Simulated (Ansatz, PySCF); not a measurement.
C2H6GeO2, SMILES C=C[O][GeH2][OH]. Atoms are numbered in the order given.

```xyz
11

C     -2.8676     0.4856    -0.8409
C     -1.7526    -0.0927    -0.3801
O     -0.8249     0.5776     0.3503
Ge     0.7428    -0.1786     0.7952
O      1.7474    -0.3518    -0.6547
H     -3.0718     1.5427    -0.6515
H     -3.5872    -0.1040    -1.4108
H     -1.5432    -1.1579    -0.5721
H      0.5086    -1.6160     1.2592
H      1.3197     0.8134     1.8053
H      1.9541     0.4976    -1.0679
```

Geometry: r2SCAN-D4/def2-SVP. The structure was generated by enumeration, and PubChem lists no compound with its InChIKey, so it may never have been made. One conformer was computed; it need not be the lowest.

Two levels are set side by side: PBE-D3(BJ)/def2-SVP (Ansatz, a quantum-chemistry and plane-wave program) and r2SCAN-D4/def2-SVP (Ansatz). Each level has its own optimised geometry; the coordinates shown are those of the second. Frequencies come from the Hessian of PySCF at each geometry. Differences are taken from unrounded values.

```json
[
 {"quantity": "mean bond length (Å)", "r2SCAN-D4": "1.358"},
 {"quantity": "bond C1–C2 (Å)", "r2SCAN-D4": "1.338"},
 {"quantity": "bond C2–O3 (Å)", "r2SCAN-D4": "1.358"},
 {"quantity": "bond O3–Ge4 (Å)", "r2SCAN-D4": "1.796"},
 {"quantity": "bond Ge4–O5 (Å)", "r2SCAN-D4": "1.772"},
 {"quantity": "bond C1–H6 (Å)", "r2SCAN-D4": "1.093"},
 {"quantity": "bond C1–H7 (Å)", "r2SCAN-D4": "1.091"},
 {"quantity": "bond C2–H8 (Å)", "r2SCAN-D4": "1.102"},
 {"quantity": "bond Ge4–H9 (Å)", "r2SCAN-D4": "1.528"},
 {"quantity": "bond Ge4–H10 (Å)", "r2SCAN-D4": "1.529"},
 {"quantity": "bond O5–H11 (Å)", "r2SCAN-D4": "0.967"},
 {"quantity": "highest harmonic wavenumber (cm⁻¹)", "r2SCAN-D4": "3845"},
 {"quantity": "mean harmonic wavenumber (cm⁻¹)", "r2SCAN-D4": "1235"},
 {"quantity": "zero-point energy (kcal/mol)", "r2SCAN-D4": "47.65"}
]
```

**Question.** What does PBE-D3(BJ) give, and how far is it from r2SCAN-D4? (Estimate from the structure and the level; the computed values follow.)

**Answer.** 
| quantity | PBE-D3(BJ) | PBE-D3(BJ) minus r2SCAN-D4 |
|---|---|---|
| mean bond length (Å) | 1.369 | 0.011 |
| bond C1–C2 (Å) | 1.345 | 0.007 |
| bond C2–O3 (Å) | 1.363 | 0.006 |
| bond O3–Ge4 (Å) | 1.816 | 0.020 |
| bond Ge4–O5 (Å) | 1.791 | 0.019 |
| bond C1–H6 (Å) | 1.100 | 0.007 |
| bond C1–H7 (Å) | 1.098 | 0.007 |
| bond C2–H8 (Å) | 1.110 | 0.007 |
| bond Ge4–H9 (Å) | 1.544 | 0.016 |
| bond Ge4–H10 (Å) | 1.545 | 0.016 |
| bond O5–H11 (Å) | 0.976 | 0.009 |
| highest harmonic wavenumber (cm⁻¹) | 3726 | -119 |
| mean harmonic wavenumber (cm⁻¹) | 1201 | -34 |
| zero-point energy (kcal/mol) | 46.35 | -1.30 |
